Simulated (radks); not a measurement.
Results of a calculation; reference values are marked as such.
All-electron atom: Os III in [Xe] 4f14 5d5.5 6p0.5 (fractional occupations, a model configuration). Code: a radial shooting solver on a logarithmic mesh with Libxc functionals. Model: scalar-relativistic Kohn-Sham, exchange-only LDA, spin-polarised, spherical densities, finite nucleus; open shells are filled with parallel spins first (spin-orbit coupling, left out, can overturn this in heavy ions); Fermi nuclear charge, rms radius 5.4126 fm.

Normalised radial functions P(r) = r R(r), r in bohr:

r	4f down	5d up	5d down
0.001436	0.0000	0.0000	0.0000
0.001946	0.0000	0.0000	0.0000
0.002658	0.0000	0.0001	0.0001
0.003603	0.0000	0.0002	0.0002
0.004922	0.0000	0.0004	0.0005
0.006724	0.0000	0.0010	0.0010
0.009113	0.0001	0.0023	0.0023
0.01245	0.0002	0.0052	0.0053
0.01687	0.0007	0.0111	0.0113
0.02305	0.0021	0.0236	0.0241
0.03149	0.0062	0.0475	0.0485
0.04268	0.0170	0.0878	0.0895
0.0583	0.0450	0.1494	0.1523
0.07902	0.1080	0.2185	0.2227
0.108	0.2409	0.2599	0.2648
0.1475	0.4761	0.2049	0.2086
0.1999	0.8026	0.0150	0.0149
0.2731	1.1545	-0.2532	-0.2584
0.3701	1.3569	-0.3901	-0.3970
0.5056	1.2960	-0.2223	-0.2239
0.6907	0.9957	0.2087	0.2172
0.9361	0.6170	0.6357	0.6485
1.279	0.2920	0.8408	0.8445
1.733	0.1051	0.7602	0.7516
2.368	0.0254	0.5035	0.4957
3.235	0.0038	0.2368	0.2403
4.384	0.0003	0.0745	0.0822
5.989	0.0000	0.0127	0.0164
8.117	0.0000	0.0010	0.0017
11.09	0.0000	0.0000	0.0001

4f down: eigenvalue -69.634 eV, 0 radial nodes, <r> = 0.555 bohr, 90 % of the charge inside 0.905 bohr. 5d up: eigenvalue -25.038 eV, 2 radial nodes at r = 0.204, 0.602 bohr, <r> = 1.68 bohr, 90 % of the charge inside 2.57 bohr. 5d down: eigenvalue -21.129 eV, 2 radial nodes at r = 0.203, 0.600 bohr, <r> = 1.67 bohr, 90 % of the charge inside 2.59 bohr.
